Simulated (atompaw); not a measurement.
## Building the PAW (atompaw) potential for Tm (Z = 69) (PBE, scalar-relativistic).

- Element: Tm (Z = 69)
- Generator: atompaw 4.2.0.5
- Type: PAW
- Functional: PBE
- Relativity: scalar-relativistic
- Frozen core: [Kr] 4d10 5s2
- Valence charge: 21
- Reference configuration: 4f13 5p6 5d0 6s1.5 6p0.5
- Partial waves: 6s (bound): rc 3.00 bohr; 6s channel at 1.45 Ry: rc 3.00 bohr; 5p (bound): rc 2.50 bohr; 6p (bound): rc 3.00 bohr; 5d (bound, empty): rc 3.00 bohr; 5d channel at 2.75 Ry: rc 3.00 bohr; 4f (bound): rc 1.20 bohr; 4f channel at 0.4 Ry: rc 1.20 bohr
- Local potential: vpsmatchnc scheme with l = 4 at 0 Ry, radius 2.20 bohr
- Core correction: smooth core density matched at 2.90 bohr
- Augmentation charge: sinc compensation charge, radius 2.60 bohr; PAW radius 3.00 bohr; waves and projectors: custom rrkj gramschmidtortho

All-electron outer shells of the reference configuration (PBE, scalar-relativistic, ld1.x):

```json
{"shell": "4d", "level (eV)": "-172.40", "outermost node (bohr)": "0.24", "outermost maximum (bohr)": "0.50"}
{"shell": "5s", "level (eV)": "-54.20", "outermost node (bohr)": "0.59", "outermost maximum (bohr)": "1.10"}
{"shell": "5p", "level (eV)": "-27.72", "outermost node (bohr)": "0.63", "outermost maximum (bohr)": "1.26"}
{"shell": "6s", "level (eV)": "-4.34", "outermost node (bohr)": "1.49", "outermost maximum (bohr)": "3.29"}
{"shell": "4f", "level (eV)": "-3.89", "outermost node (bohr)": "–", "outermost maximum (bohr)": "0.50"}
{"shell": "6p", "level (eV)": "-1.48", "outermost node (bohr)": "1.83", "outermost maximum (bohr)": "4.61"}
{"shell": "5d", "level (eV)": "-1.34", "outermost node (bohr)": "0.72", "outermost maximum (bohr)": "2.07"}
```

What the tests gave:

```
Cutoffs needed                                           : 140 Ry and 230 Ry (the cutoffs (Ry, on a coarse ladder) from which the occupation-weighted sum of valence levels, in a spherical-Bessel basis at the reference potential, stays within 10 and 1 mRy of its value at 400 Ry)
Ghost test                                               : ghost state, extra bound levels that the all-electron valence spectrum of the same l lacks: s at -164.7 eV; a true bound ghost makes a file unfit for plane-wave use (spherical-Bessel basis up to 400 Ry, 20 bohr box)
Lowest eigenvalue of the overlap operator                : 0.38 (s channel)
Overlap eigenvalues printed by atompaw (projector basis) : 0.0227, 0.412, 0.859, 4.71, 4.86, 8.37e+03, 2.44e+04, 1.21e+05
Share of each valence orbital outside the PAW sphere     : 6s 72 %, 5p 1 %, 6p 93 %, 5d 51 %, 4f 1 %
```

Generation and tests took about 62 s on one core of a shared server CPU.
